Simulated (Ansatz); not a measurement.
`[SiH3]OB(Cl)Br` + H₂ → `[SiH3]OBCl` + HBr at 400 K and 1 bar (hydrogenolysis of a B–Br bond).

Gas-phase electronic energies from Ansatz, PBE0-D4/def2-TZVP geometries. CCSD(T)/CBS is the MP2 limit (def2-TZVPP, def2-QZVPP) plus CCSD(T) − MP2 in def2-TZVPP, frozen cores. This one scheme is used for every species. For Br outer-core shells are correlated without core-valence functions, which leaves a few kJ/mol of doubt a bond. Scalar relativity is left out up to krypton. Each species was taken in one conformer, which may not be the lowest.

| species | CCSD(T)/CBS energy (Eh) | H − E (kJ/mol) | S (J/(mol·K)) |
| --- | --- | --- | --- |
| `[SiH3]OB(Cl)Br` | -3424.11513 | 127.5 | 398.9 |
| H₂ | -1.17544 | 38.0 | 139.0 |
| `[SiH3]OBCl` | -851.35221 | 143.6 | 351.9 |
| HBr | -2573.91920 | 27.6 | 207.2 |

H − E and S are ideal-gas, rigid-rotor, harmonic terms from PBE0-D4/def2-TZVP, for one conformer and one mirror image of each species. The MP2-based limit puts H₂ 0.8 mEh under its directly extrapolated value; such offsets cancel only in part. 1 Eh = 2625.50 kJ/mol, R = 8.31446 J/(mol·K).

Question: By hand: ΔE, ΔH, ΔS and ΔG.

Answer: ΔE = (-851.35221) + (-2573.91920) − (-3424.11513) − (-1.17544) = 0.01916 Eh = 50.3 kJ/mol. Δ(H − E) = 143.6 + 27.6 − 127.5 − 38.0 = 5.7, so ΔH = 56.0 kJ/mol. ΔS = 351.9 + 207.2 − 398.9 − 139.0 = 21.2 J/(mol·K). ΔG = 56.0 − 400 × (21.2)/1000 = 47.5 kJ/mol.

Question: By hand: the equilibrium constant, and the temperature at which ΔG would vanish if ΔH and ΔS stayed fixed.

Answer: log₁₀ K = −ΔG/(RT ln 10) = -6.2. ΔG = 0 at ΔH/ΔS = 2642 K, far beyond where these terms or the molecules hold.

ΔH outweighs TΔS. A doubt of 5 kJ/mol in ΔE shifts log₁₀ K by 0.7 here. Other conformers and mirror images would add mixing entropy, several J/(mol·K) or more a flexible species. These are equilibria of isolated gas molecules and say nothing of rates. Largest T1 diagnostic: 0.012 (customary marks: 0.02 for closed shells, 0.045 for open ones).
